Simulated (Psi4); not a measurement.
FK (SMILES [F][K]), singlet, at a GFN2-xTB geometry (such geometries of metal compounds can be far from the true shape), atoms displaced at random by about 0.1 Å a coordinate; HF/STO-3G in Psi4.

Here is a job for Psi4.
```
memory 2 GB

molecule {
0 1
K    -0.09484121   -0.00821739   -0.41903348
F     0.04614522    0.07236052    1.39357249
}

set {
  basis sto-3g
  intrafrag_step_limit 0.05
}

optimize('scf')
print_variables()
```

Predict the main parts of the log of this Psi4 run.


```
gradient() will perform analytic gradient computation.

   => Loading Basis Set <=

    Name: STO-3G
    Role: ORBITAL
    Keyword: BASIS

         ---------------------------------------------------------
                                   SCF
               by Justin Turney, Rob Parrish, Andy Simmonett
                          and Daniel G. A. Smith
                              RHF Reference
         ---------------------------------------------------------

  ==> Geometry <==

    Molecular point group: c2v
    Full point group: C_inf_v

    Geometry (in Angstrom), charge = 0, multiplicity = 1:

       Center              X                  Y                   Z               Mass
    ------------   -----------------  -----------------  -----------------  -----------------
         K           -0.000000000000     0.000000000000    -0.596502410860    38.963706486400
         F            0.000000000000    -0.000000000000     1.223363071944    18.998403162730

  Running in c2v symmetry.

  Rotational constants: A = ************  B =      0.39855  C =      0.39855 [cm^-1]
  Rotational constants: A = ************  B =  11948.28147  C =  11948.28147 [MHz]
  Nuclear repulsion =   49.723072325716544

  Charge       = 0
  Multiplicity = 1
  Electrons    = 28
  Nalpha       = 14
  Nbeta        = 14

  ==> Algorithm <==

  SCF Algorithm Type is DF.
  DIIS enabled.
  MOM disabled.
  Fractional occupation disabled.
  Guess Type is SAD.
  Energy threshold   = 1.00e-08
  Density threshold  = 1.00e-08
  Integral threshold = 1.00e-12

  ==> Primary Basis <==

  Basis Set: STO-3G
    Blend: STO-3G
    Number of shells: 10
    Number of basis functions: 18
    Number of Cartesian functions: 18
    Spherical Harmonics?: true
    Max angular momentum: 1

   => Loading Basis Set <=

    Name: (STO-3G AUX)
    Role: JKFIT
    Keyword: DF_BASIS_SCF

  ==> Integral Setup <==

  SCF_SUBTYPE=INCORE selected. In-core MEM_DF algorithm will be used.
  Using in-core AOs.

  ==> MemDFJK: Density-Fitted J/K Matrices <==

    J tasked:                   Yes
    K tasked:                   Yes
    wK tasked:                   No
    Algorithm:                 Core
    Schwarz Cutoff:           1E-12
    Mask sparsity (%):       3.0864
    Fitting Condition:        1E-10

   => Auxiliary Basis Set <=

  Basis Set: (STO-3G AUX)
    Blend: DEF2-UNIVERSAL-JKFIT
    Number of shells: 69
    Number of basis functions: 237
    Number of Cartesian functions: 296
    Spherical Harmonics?: true
    Max angular momentum: 4

  Minimum eigenvalue in the overlap matrix is 3.7062504984E-01.
  Reciprocal condition number of the overlap matrix is 2.0550561175E-01.
    Using symmetric orthogonalization.

  ==> Pre-Iterations <==

  SCF Guess: Superposition of Atomic Densities via on-the-fly atomic UHF (no occupation information).

   -------------------------
    Irrep   Nso     Nmo
   -------------------------
     A1        10      10
     A2         0       0
     B1         4       4
     B2         4       4
   -------------------------
    Total      18      18
   -------------------------

  ==> Iterations <==

                           Total Energy        Delta E     RMS |[F,P]|

   @DF-RHF iter SAD:  -690.40827350149516   -6.90408e+02   0.00000e+00
   @DF-RHF iter   1:  -690.87388905541729   -4.65616e-01   1.54945e-02 ADIIS/DIIS
   @DF-RHF iter   2:  -690.93673160427295   -6.28425e-02   1.18518e-02 ADIIS/DIIS
   @DF-RHF iter   3:  -690.95437197956664   -1.76404e-02   1.87841e-03 ADIIS/DIIS
   @DF-RHF iter   4:  -690.95547161335821   -1.09963e-03   7.49623e-04 ADIIS/DIIS
   @DF-RHF iter   5:  -690.95568999718273   -2.18384e-04   2.81243e-04 ADIIS/DIIS
   @DF-RHF iter   6:  -690.95575194202274   -6.19448e-05   9.16498e-05 DIIS
   @DF-RHF iter   7:  -690.95575878640886   -6.84439e-06   2.27986e-05 DIIS
   @DF-RHF iter   8:  -690.95575915681900   -3.70410e-07   2.04375e-06 DIIS
   @DF-RHF iter   9:  -690.95575915802067   -1.20167e-09   1.76447e-07 DIIS
[...]
  @DF-RHF Final Energy:  -690.99292242484023
    Total Energy =                       -690.9929224248402306
  @DF-RHF Final Energy:  -691.02506609649265
    Total Energy =                       -691.0250660964926510
  @DF-RHF Final Energy:  -691.03264549460346
    Total Energy =                       -691.0326454946034573
  @DF-RHF Final Energy:  -691.03463457095438
    Total Energy =                       -691.0346345709543812
  @DF-RHF Final Energy:  -691.03474279885245
    Total Energy =                       -691.0347427988524487
  @DF-RHF Final Energy:  -691.03474855087052
    Total Energy =                       -691.0347485508705176
  @DF-RHF Final Energy:  -691.03474886133267
    Total Energy =                       -691.0347488613326732
[...]
         K            0.000000000000     0.000000000000    -0.749418091553    38.963706486400
         F            0.000000000000     0.000000000000     1.536976887203    18.998403162730

  Nuclear repulsion =   39.577283831256686

  ==> Basis Set <==

  Basis Set: STO-3G
    Blend: STO-3G
    Number of shells: 10
    Number of basis functions: 18
    Number of Cartesian functions: 18
    Spherical Harmonics?: true
    Max angular momentum: 1

  ==> DFJKGrad: Density-Fitted SCF Gradients <==

    Gradient:                    1
    J tasked:                  Yes
    K tasked:                  Yes
    wK tasked:                  No
    Integrals threads:           1
    Schwarz Cutoff:          1E-12
    Fitting Condition:       1E-10

   => Auxiliary Basis Set <=

  Basis Set: (STO-3G AUX)
    Blend: DEF2-UNIVERSAL-JKFIT
    Number of shells: 69
    Number of basis functions: 237
    Number of Cartesian functions: 296
    Spherical Harmonics?: true
    Max angular momentum: 4

  -Total Gradient:
     Atom            X                  Y                   Z
    ------   -----------------  -----------------  -----------------
       1       -0.000000000000     0.000000000000     0.000067033071
       2        0.000000000000    -0.000000000000    -0.000067033083

    			-----------------------------------------

    			 OPTKING 3.0: for geometry optimizations

    			     By R.A. King, Bethel University

    			        with contributions from

    			    A.V. Copan, J. Cayton, A. Heide

    			-----------------------------------------

	                            ===> Fragment 1 <==

	 Z (Atomic Numbers)          Masses                          Geom
	      19.000000            38.963706          0.00000000  0.00000000 -1.41619495
	       9.000000            18.998403          0.00000000  0.00000000  2.90446538

	 - Coordinate -           - BOHR/RAD -       - ANG/DEG -
	 R(1,2)           =         4.320660           2.286395

	        --- Internal Coordinate Step in ANG or DEG, aJ/ANG or AJ/DEG ---
	-------------------------------------------------------------------------------
	           Coordinate      Previous         Force          Change          New
	           ----------      --------        ------          ------        ------
	               R(1,2)       2.28639        0.00055        0.00025       2.28664
	-------------------------------------------------------------------------------

	                                 ==> Convergence Check <==

	Measures of convergence in internal coordinates in au.

	Criteria marked as inactive (o), active & met (*), and active & unmet ( ).

	----------------------------------------------------------------------------------------------
	   Step    Total Energy     Delta E     Max Force     RMS Force      Max Disp      RMS Disp
	----------------------------------------------------------------------------------------------
	  Convergence Criteria     1.00e-06 *    3.00e-04 *             o    1.20e-03 *             o
	----------------------------------------------------------------------------------------------
	     9    -691.03474886   -3.10e-07 *    6.70e-05 *    6.70e-05 o    4.69e-04 *    4.69e-04 o  ~
	----------------------------------------------------------------------------------------------

Next Geometry in Ang
	Fragment 1 (Ang)

	    K   0.0000000000   0.0000000000  -0.7495421497
	    F   0.0000000000   0.0000000000   1.5371009453

    Final optimized geometry and variables:
    Molecular point group: c2v
    Full point group: C_inf_v

    Geometry (in Angstrom), charge = 0, multiplicity = 1:

    K            0.000000000000     0.000000000000    -0.749418091553
    F            0.000000000000     0.000000000000     1.536976887203

  Variable Map:
  ----------------------------------------------------------------------------
[...]
  Array Variable Map:
  ----------------------------------------------------------------------------
[...]
Optimizer: Optimization complete!
```
